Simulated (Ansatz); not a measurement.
Coupled-cluster run, FGeH$_{6}$NSi (`[NH2][GeH]([F])[SiH3]`).

```yaml
crystal:
  periodic: [false, false, false]
  atoms:
    - {symbol: N, position_ang: [-0.511296, 1.122232, -1.395169]}
    - {symbol: Ge, position_ang: [0.723707, 0.283740, -0.356680]}
    - {symbol: F, position_ang: [1.545726, -0.981095, -1.265835]}
    - {symbol: Si, position_ang: [-0.347935, -0.829214, 1.457014]}
    - {symbol: H, position_ang: [-0.149689, 1.669382, -2.162954]}
    - {symbol: H, position_ang: [-1.283251, 0.556014, -1.715096]}
    - {symbol: H, position_ang: [1.828313, 1.304938, -0.041018]}
    - {symbol: H, position_ang: [-1.493408, -1.613490, 0.926447]}
    - {symbol: H, position_ang: [-0.846404, 0.174635, 2.432117]}
    - {symbol: H, position_ang: [0.617140, -1.738142, 2.124176]}
basis:
  gaussian: {orbitals: def2-TZVPP}
correlation: {method: ccsd_t}
```

```sh
$ ansatz run in.yaml --threads 4 --pin off --events-out ev --progress --plain --max-ram 10444MiB
```

The program prints (abridged):

```
Functional definition: HF
  name "HF"
  cite "Fock, Z. Phys. 61, 126 (1930) doi:10.1007/BF01340294"
  parent pbe
  exchange = exact_x
  correlation = 0
1414 factors; integrals over basis functions are off by at most 9.3e-4 eV
mean field evaluation 1: about -68618.0473 eV, gradient 4.3e1 eV
mean field evaluation 2: about -68618.1983 eV, gradient 4.3e1 eV
mean field evaluation 4: about -68622.1590 eV, gradient 3.5e0 eV
mean field evaluation 8: about -68622.2227 eV, gradient 3.2e-1 eV
mean field evaluation 16: about -68622.2231 eV, gradient 1.3e-6 eV
mean field -68622.22309444 eV, -2521.8201849071 hartree, gradient 1.3e-6 eV, S^2 0.000000; 0 other end points of the search recorded, 0 dependent functions left out
16 core orbitals not correlated: weight in the atoms' cores, before any rotation towards them, 1.000 or more for the frozen orbitals, at most 0.000 for the correlated occupied ones
reference -68622.22309444 eV, -2521.8201849071 hartree; 18, 18 occupied and 202, 202 virtual orbitals, 1414 factors
second order -23.15141403 eV of doubles, -0.00000000 eV of singles
cycle   1  -23.29632755 eV  change   -1.4e-1 eV  update   1.1e-1
cycle   2  -23.93608809 eV  change   -6.4e-1 eV  update   3.4e-2
cycle   3  -24.06877846 eV  change   -1.3e-1 eV  update   1.8e-2
cycle   4  -24.05502065 eV  change    1.4e-2 eV  update   4.3e-3
cycle   5  -24.05215471 eV  change    2.9e-3 eV  update   1.9e-3
cycle   6  -24.05302386 eV  change   -8.7e-4 eV  update   5.9e-4
cycle   7  -24.05273218 eV  change    2.9e-4 eV  update   2.1e-4
cycle   8  -24.05261999 eV  change    1.1e-4 eV  update   7.6e-5
cycle   9  -24.05264687 eV  change   -2.7e-5 eV  update   3.2e-5
perturbative correction -0.81702893 eV, -0.0300252595 hartree
Total energy: -68647.09277024 eV, -2522.7341286356 hartree
```

Hardware: 4 threads of an Arm Neoverse V2 on a shared host. Wall time 2.6 min, peak host memory 4.3 GiB.

MP2 recovers 93.1 % of the CCSD(T) correlation energy and the triples give 3.3 %; T1 = 0.0121.
